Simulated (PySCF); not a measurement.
**Electron correlation in Ar (argon, neutral)**

[Ar], closed-shell 1S. Computed with PySCF 2.14 in aug-cc-pV(T+d)Z (6s5p4d2f, 55 functions), with no relativity, point nucleus. Frozen: [Ne]; 8 electrons correlated.

```
  level  correlation energy (mhartree)
   CCSD                        -230.07
    (T)                          -7.73
CCSD(T)                        -237.80
```

Diagnostics: T1 = 0.0020, D1 = 0.0029, largest double amplitude 0.030.

Cost of the coupled-cluster step: roughly 0.7 core-seconds, for 8 correlated electrons.
